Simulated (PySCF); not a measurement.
## Orbital picture of TeN

PBE at R = 1.893 Å; basis Te cc-pVDZ-PP with ECP28, N cc-pVDZ; scalar-relativistic core potentials; PySCF 2.14. State: ²Π (doublet), unpaired electrons π ↑. Only the outer orbitals are listed, counted within each symmetry, core potentials removing the inner ones.

```json
{"spin": "α", "orbital": "5σ", "occ.": "1", "ε (eV)": "-20.15", "on Te (%)": "30", "main shells (%)": "64 N s, 24 Te s"}
{"spin": "α", "orbital": "6σ", "occ.": "1", "ε (eV)": "-14.19", "on Te (%)": "75", "main shells (%)": "69 Te s, 24 N s"}
{"spin": "α", "orbital": "7σ", "occ.": "1", "ε (eV)": "-7.85", "on Te (%)": "36", "main shells (%)": "55 N p, 33 Te p, 9 N s"}
{"spin": "α", "orbital": "3π", "occ.": "1", "ε (eV)": "-7.81", "on Te (%)": "50", "main shells (%)": "50 N p, 49 Te p"}
{"spin": "α", "orbital": "3π", "occ.": "1", "ε (eV)": "-7.80", "on Te (%)": "45", "main shells (%)": "55 N p, 44 Te p"}
{"spin": "α", "orbital": "4π", "occ.": "1", "ε (eV)": "-4.70", "on Te (%)": "58", "main shells (%)": "56 Te p, 42 N p"}
{"spin": "α", "orbital": "4π", "occ.": "0", "ε (eV)": "-4.65", "on Te (%)": "53", "main shells (%)": "51 Te p, 47 N p"}
{"spin": "α", "orbital": "8σ", "occ.": "0", "ε (eV)": "-0.99", "on Te (%)": "80", "main shells (%)": "66 Te p, 24 N p, 9 Te d"}
{"spin": "α", "orbital": "9σ", "occ.": "0", "ε (eV)": "5.84", "on Te (%)": "101", "main shells (%)": "100 Te s"}
{"spin": "β", "orbital": "5σ", "occ.": "1", "ε (eV)": "-19.46", "on Te (%)": "38", "main shells (%)": "57 N s, 31 Te s"}
{"spin": "β", "orbital": "6σ", "occ.": "1", "ε (eV)": "-13.73", "on Te (%)": "70", "main shells (%)": "63 Te s, 29 N s"}
{"spin": "β", "orbital": "3π", "occ.": "1", "ε (eV)": "-7.54", "on Te (%)": "62", "main shells (%)": "61 Te p, 38 N p"}
{"spin": "β", "orbital": "7σ", "occ.": "1", "ε (eV)": "-7.48", "on Te (%)": "36", "main shells (%)": "53 N p, 33 Te p, 11 N s"}
{"spin": "β", "orbital": "3π", "occ.": "1", "ε (eV)": "-6.81", "on Te (%)": "67", "main shells (%)": "66 Te p, 33 N p"}
{"spin": "β", "orbital": "4π", "occ.": "0", "ε (eV)": "-4.25", "on Te (%)": "42", "main shells (%)": "58 N p, 39 Te p"}
{"spin": "β", "orbital": "4π", "occ.": "0", "ε (eV)": "-3.36", "on Te (%)": "38", "main shells (%)": "62 N p, 34 Te p"}
{"spin": "β", "orbital": "8σ", "occ.": "0", "ε (eV)": "-0.75", "on Te (%)": "78", "main shells (%)": "64 Te p, 26 N p, 9 Te d"}
```

Question: Which are the highest filled and the lowest empty level, where do they sit, and how wide is the gap?

Answer: Highest filled α 4π at -4.70 eV (in %: 56 Te p, 42 N p); lowest empty α 4π at -4.65 eV (in %: 51 Te p, 47 N p); the gap at PBE is 0.05 eV. Both belong to one degenerate shell, split only by its one-sided filling, so this is no excitation gap.

The bond order (Mayer) is 2.41. The ⟨S²⟩ is 0.766. The charge on Te (Mulliken, basis-dependent) is 0.33. The charge on Te (Löwdin, basis-dependent) is 0.41, the dipole moment (positive dipole means Te(−)N(+)) is -2.47 D and the polarisability along the bond is 45.4 bohr³. The polarisability across the bond is 21.8 bohr³.

Shares are Mulliken populations and can fall outside 0 to 100 %.

Spin–orbit coupling is left out. The state is the lowest determinant that a PBE0 search found; another state may lie lower at other levels.
